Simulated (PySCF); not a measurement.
Finite-field polarisability of I (iodine, neutral)

[Kr] 4d10 5s2 5p5, 2P determinant. Computed with PySCF 2.14 in def2-QZVPPD with the def2 core potential (28 electrons) (8s7p5d4f1g, 91 functions), with scalar relativity through the core potential. Frozen: 4s2 4p6 4d10. Energy changes in a uniform field (μhartree):

| axis | F (au) | HF | MP2 | CCSD | CCSD(T) |
| --- | --- | --- | --- | --- | --- |
| x | 0.0026 | -99.316 | -100.573 | -100.121 | -100.451 |
| x | 0.0052 | -397.347 | -402.388 | -400.578 | -401.901 |
| y | 0.0025 | -103.568 | -104.847 | -104.047 | -104.559 |
| y | 0.005 | -414.463 | -419.595 | -416.391 | -418.444 |

By symmetry the remaining axis equals y.

**Question.** Derive α along x at CCSD(T) from the two fields.

**Answer.** With ΔE = −αF²/2 − γF⁴/24, α = −(16 ΔE(F) − ΔE(2F))/(6F²) = 29.72 bohr³.

**Question.** And the mean polarisability at each level?

**Answer.** The components xx, yy, zz at CCSD(T) are 29.72, 33.45, 33.45, the third axis being equal by symmetry to one of the two computed. Means: HF 31.88, MP2 32.28, CCSD 32.07, CCSD(T) 32.21 bohr³. Reference: 32.9 ± 1.3 bohr³ (recommended; Schwerdtfeger and Nagle, table of static dipole polarizabilities (2023 update)).
